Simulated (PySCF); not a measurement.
# Spinor energies of Bi(40+) (bismuth, charge +40)

Start: [Kr] 4d7; 4d3/2 filled at m_j = -3/2, -1/2, +1/2, +3/2; 4d5/2 filled at m_j = +1/2, +3/2, +5/2. Calculated with PySCF 2.14 in an uncontracted even-tempered set (16 s from 4.8 bohr⁻², ratio 2.8; 14 p from 6.2 bohr⁻², ratio 2.8; 9 d from 6.2 bohr⁻², ratio 2.8; 3 f from 27 bohr⁻², ratio 3): generalised Hartree-Fock with the X2C-1e Hamiltonian and a Gaussian nucleus; one run each with spin-orbit coupling (SO) switched off, then screened by Boettger's factors.

| spinor shell | electrons | ε, spin-free (eV) | ε, screened SO (eV) | weight of nominal j (screened SO) | rms radius, screened SO (bohr) |
| --- | --- | --- | --- | --- | --- |
| 1s1/2 | 2 | -92810.2 | -92767.3 | 1.000 | 0.0178 |
| 2s1/2 | 2 | -18285.6 | -18271.3 | 1.000 | 0.0719 |
| 2p1/2 | 2 | -15919.4 | -17602.0 | 1.000 | 0.0607 |
| 2p3/2 | 4 | -15919.4 | -15274.8 | 1.000 | 0.0691 |
| 3s1/2 | 2 | -5796.2 | -5791.0 | 1.000 | 0.182 |
| 3p1/2 | 2 | -5106.2 | -5492.2 | 1.000 | 0.173 |
| 3p3/2 | 4 | -5106.2 | -4953.7 | 1.000 | 0.190 |
| 3d3/2 | 4 | -4408.9 | -4476.8 | 1.000 | 0.165 |
| 3d5/2 | 6 | -4408.9 | -4359.1 | 1.000 | 0.170 |
| 4s1/2 | 2 | -2508.4 | -2506.5 | 1.000 | 0.377 |
| 4p1/2 | 2 | -2251.2 | -2377.0 | 0.999 | 0.377 |
| 4p3/2 | 4 | -2251.2 | -2200.0 | 1.000 | 0.408 |
| 4d3/2 | 4 | -1983.8 | -2001.7 | 0.992 | 0.392 |
| 4d5/2 | 3 | -1983.8 | -1968.8 | 0.994 | 0.400 |

| quantity | spin-free | screened SO |
| --- | --- | --- |
| E (hartree) | -20529.64919 | -20572.34572 |
| M_J | 9/2 | 9/2 |
| ⟨J²⟩ | 24.751 | 24.752 |
| ⟨L²⟩ | 12.001 | 16.058 |
| ⟨S²⟩ | 3.750 | 2.626 |

Each row is a mean over spinors that exchange with the open shell spreads, by up to 25.476 eV (4p3/2).

Breit and QED terms are absent; they matter most for the inner s and p1/2 levels.

Densities and radii are taken from the X2C orbitals without a picture-change correction, which distorts them close to the nucleus.

Without spin-orbit coupling the j labels of p, d and f shells carry no meaning; the spin-free column gives the mean over the occupied spinors of each nl shell.
